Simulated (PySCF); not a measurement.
Isomers of C6H9F2 (doublet state), one GFN2-xTB conformer each. Single-point energies are computed at B3LYP/pcH-1 (PySCF, gas phase, no added dispersion term), electronic only. GFN2-xTB treats the open shell by occupation alone, and not every SCF solution was tested for stability.

```tsv
SMILES	GFN2-xTB relative energy (kJ/mol)
CC[CH]/C=C\C(F)F	27.8
C/[C]=C\[C@@H](C)C(F)F	116.4
C[C](F)/C=C(\C)CF	0.0
C[C]1CC[C@]1(F)CF	41.4
```

Conformers: `[CH3:1][CH2:2][CH:3]/[CH:4]=[CH:5]\[CH:6]([F:7])[F:8]` (doublet state) with C1–C2–C3–C4 -128°, C2–C3–C4–C5 179°, C4–C5–C6–F7 61°; `[CH3:1]/[C:2]=[CH:3]\[C@@H:4]([CH3:5])[CH:6]([F:7])[F:8]` (doublet state) with C2–C3–C4–C5 120°, C3–C4–C6–F7 174°; `[CH3:1][C:2]([F:3])/[CH:4]=[C:5](\[CH3:6])[CH2:7][F:8]` (doublet state) with C1–C2–C4–C5 180°, C4–C5–C7–F8 1°; `[CH3:1][C:2]1[CH2:3][CH2:4][C@:5]1([F:6])[CH2:7][F:8]` (doublet state) with C4–C5–C7–F8 -51°.

Task: What does B3LYP/pcH-1 give for the same structures?

Result: 
```csv
SMILES,B3LYP/pcH-1 E (Eh),B3LYP/pcH-1 (kJ/mol),GFN2-xTB (kJ/mol),point group
C[C](F)/C=C(\C)CF,-433.71923,0.0,0.0,Cs
CC[CH]/C=C\C(F)F,-433.71875,1.3,27.8,C1
C[C]1CC[C@]1(F)CF,-433.68701,84.6,41.4,C1
C/[C]=C\[C@@H](C)C(F)F,-433.68597,87.3,116.4,C1
```

Both levels put the same isomer lowest; measured from each level's own lowest isomer, the values differ by up to 43.2 kJ/mol (C[C]1CC[C@]1(F)CF: 41.4 against 84.6). As drawn, the highest has two fluorines on one carbon, which the lowest lacks. Neighbours under 21 kJ/mol apart (C[C](F)/C=C(\C)CF and CC[CH]/C=C\C(F)F; C[C]1CC[C@]1(F)CF and C/[C]=C\[C@@H](C)C(F)F) can change places with a better method, another conformer or zero-point energy.
